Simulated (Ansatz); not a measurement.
Abridged output of a molecular run in Ansatz:

```
Functional definition: HF
  name "HF"
  cite "Fock, Z. Phys. 61, 126 (1930) doi:10.1007/BF01340294"
  parent pbe
  exchange = exact_x
  correlation = 0
1819 factors; integrals over basis functions are off by at most 1.1e-3 eV
mean field evaluation 1: about -21500.1591 eV, gradient 4.3e1 eV
mean field evaluation 2: about -21500.3863 eV, gradient 4.3e1 eV
mean field evaluation 4: about -21504.3961 eV, gradient 4.1e0 eV
mean field evaluation 8: about -21504.4689 eV, gradient 3.4e-1 eV
mean field evaluation 16: about -21504.4694 eV, gradient 1.5e-6 eV
mean field -21504.46940817 eV, -790.2746744974 hartree, gradient 1.5e-6 eV, S^2 0.000000; 0 other end points of the search recorded, 0 dependent functions left out
12 core orbitals not correlated: weight in the atoms' cores, before any rotation towards them, 1.000 or more for the frozen orbitals, at most 0.000 for the correlated occupied ones
reference -21504.46940817 eV, -790.2746744974 hartree; 21, 21 occupied and 250, 250 virtual orbitals, 1819 factors
second order -30.26560646 eV of doubles, -0.00000000 eV of singles
cycle   1  -30.42820825 eV  change   -1.6e-1 eV  update   1.2e-1
cycle   2  -31.12627822 eV  change   -7.0e-1 eV  update   3.7e-2
cycle   3  -31.29117844 eV  change   -1.6e-1 eV  update   2.0e-2
cycle   4  -31.28373995 eV  change    7.4e-3 eV  update   4.9e-3
cycle   5  -31.27875281 eV  change    5.0e-3 eV  update   1.9e-3
cycle   6  -31.27939650 eV  change   -6.4e-4 eV  update   6.3e-4
cycle   7  -31.27934199 eV  change    5.5e-5 eV  update   2.3e-4
cycle   8  -31.27920454 eV  change    1.4e-4 eV  update   7.5e-5
cycle   9  -31.27921839 eV  change   -1.4e-5 eV  update   3.1e-5
perturbative correction -1.13340187 eV, -0.0416517506 hartree
Total energy: -21536.88202844 eV, -791.4658163221 hartree
```

Its atoms:

Cartesian coordinates in Å:
```
C 1.512 1.485 0.214
S 1.731 0.218 -1.074
Sn 0.025 -1.308 -0.429
C -1.846 -0.377 -0.045
F 0.536 -1.953 1.322
H 2.282 2.236 0.037
H 0.536 1.964 0.144
H 1.655 1.063 1.208
H 0.063 -2.666 -1.456
H -2.221 0.099 -0.951
H -1.717 0.371 0.736
H -2.556 -1.131 0.295
```

(1) Which basis set was used?
A. def2-TZVPP
B. def2-QZVPP
C. def2-SVP
D. def2-TZVPPD

(2) Write the keys of the input that set method, charge and spin (a neutral closed shell needs none for the last two).

## Answers

(1) A. It gives 283 functions.

(2) 
```yaml
correlation: {method: ccsd_t}
```
